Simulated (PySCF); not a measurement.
# C6H8Ge: core ionisation energies

Species: Ge(CCH)2Me2, C6H8Ge.
Bonds: Ge1–C2, Ge1–C5, Ge1–C8, Ge1–C12, C2–C3, C5–C6. Hydrogens: H4 on C3; H7 on C6; H9, H10, H11 on C8; H13, H14, H15 on C12.

Computed with PySCF 2.14.0, delta-SCF UKS SCAN, pcX-2 on the ionised atom, pcseg-1 elsewhere, spin-free X2C. Each binding energy is the total energy of the core-ionised species, with the hole localised on one atom, minus that of the ground state; both are solved self-consistently, so orbital relaxation is included.

**Question.** Give the core binding energies atom by atom.

**Answer.** 
```csv
atom(s),environment,level,binding energy (eV),above the level's lowest (eV),count
C8/C12,carbon bonded to Ge and 3 H,C 1s,290.23,+0.24,2
C3/C6,carbon bonded to C and H,C 1s,290.12,+0.13,2
C2/C5,carbon bonded to C and Ge,C 1s,289.99,0.00,2
```

The 3 C 1s values lie within 0.24 eV of each other; Gaussian lines of 0.5 eV full width would blend them into one maximum.

**Question.** What is the longest wavelength that can ionise C 1s of C8/C12 vertically?

**Answer.** λ = hc/E = 12398.42 eV Å / 290.23 eV = 42.719 Å.

The first atom of each set that the bonding makes equivalent was ionised and stands for the set. Spin contamination (⟨S²⟩ against 0.75 for a pure doublet) is marked for C 1s of C2/C5 (0.87), which makes this value less certain. No level of germanium is listed. Isolated species at its PBE0-D3(BJ)/def2-SVP geometry, gas phase.
